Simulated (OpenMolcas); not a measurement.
# 5d3 along the 71-electron sequence

| Item | Value |
| --- | --- |
| Program | OpenMolcas |
| Method | MS-RASPT2, IPEA 0.25 Eh, imaginary shift 0.1 Eh |
| Basis | ANO-RCC-VTZP |
| Scalar Hamiltonian | DKH2, point nucleus |
| Spin-orbit coupling | RASSI with atomic mean-field integrals over the reference wave functions, term energies averaged over their components |

Active space for each ion: 9 electrons in 8 orbitals (RAS1 5p, at most 2 holes; RAS2 5d); closed shells correlated by CASPT2: 5s.

Computed levels in cm-1 above 4F 3/2:

| Level | Re4+ | Os5+ | Ir6+ | Pt7+ |
| --- | --- | --- | --- | --- |
| 4F 5/2 | 5120 | 6770 | 8720 | 10760 |
| 4F 7/2 | 9440 | 12020 | 14960 | 17940 |
| 4P 1/2 | 14950 | 17450 | 20100 | 22930 |
| 2G 7/2 | 20110 | 23920 | 28450 | 33150 |
| 2H 9/2 | 21090 | 25110 | 29930 | 34980 |
| 4P 5/2 | 22070 | 25990 | 30290 | 34810 |
| 2P 1/2 | 24730 | 29970 | 35670 | 41500 |
| 2H 11/2 | 28550 | 33480 | 39200 | 45120 |
| 2D 5/2(1) | 30610 | 36160 | 42330 | 48640 |
| weight of 4F in the lowest level (%) | 84 | 81 | 78 | 75 |

Mixed levels, with the weight of the term that names them: Re4+ 4P 1/2 (64 %), Re4+ 2H 9/2 (56 %), Re4+ 2P 1/2 (64 %), Os5+ 4P 1/2 (66 %), Os5+ 2H 9/2 (56 %), Os5+ 2P 1/2 (66 %), Ir6+ 4P 1/2 (67 %), Ir6+ 2H 9/2 (55 %), Ir6+ 2P 1/2 (67 %), Pt7+ 4P 1/2 (67 %), Pt7+ 2G 7/2 (73 %), Pt7+ 2H 9/2 (53 %), Pt7+ 2P 1/2 (67 %).

Measured, with the error of the calculation in %. Measured levels: Re4+ from the list in Brasseur, Gamrath and Quinet, At. Data Nucl. Data Tables 157, 101636 (2024); Os5+ from the list in Brasseur, Palmeri and Quinet, Atoms 13, 11 (2025).

```
    Level          Re4+          Os5+
   4F 5/2   4853 (+5.6)   6397 (+5.8)
   4F 7/2   8973 (+5.2)  11444 (+5.0)
   4P 1/2  14325 (+4.4)  16772 (+4.0)
   2G 7/2  19013 (+5.8)  22920 (+4.4)
   2H 9/2  19967 (+5.6)  24028 (+4.5)
   4P 5/2  20922 (+5.5)  24828 (+4.7)
   2P 1/2  23669 (+4.5)  28860 (+3.8)
  2H 11/2  27077 (+5.4)  32156 (+4.1)
2D 5/2(1)  28739 (+6.5)  34418 (+5.1)
```

The fine-structure level 4F 7/2 changes by a factor of 1.9 from Re4+ to Pt7+. Its fourth root runs 9.86, 10.47, 11.06, 11.57, with steps per unit of Z of 0.61, 0.59, 0.51; equal steps would mean a (Z - σ)^4 law with constant σ.

4P 1/2 changes by a factor of 1.53 over the same range, with steps per unit of Z of +2500, +2650, +2830 cm-1.

CASPT2 breaks the degeneracy within a term, and the mean is taken; among the terms shown or strongly mixed into the levels shown the widest spread is 1100 cm-1 (5d3 4F, Ir6+). Active for correlation alone: 5p; no level in the range computed is led by a configuration that opens it, so any true level of that kind is missing. Measured partners are found by configuration, term and J. A level has none where our copy of the source lacks it or the pairing is in doubt (some pairs that miss far off the trend of their configuration count as doubtful), and it then counts in no deviation. Levels of configurations outside the active space are missing.

A number in round brackets counts repeated terms of one configuration in the order of the reference energies.
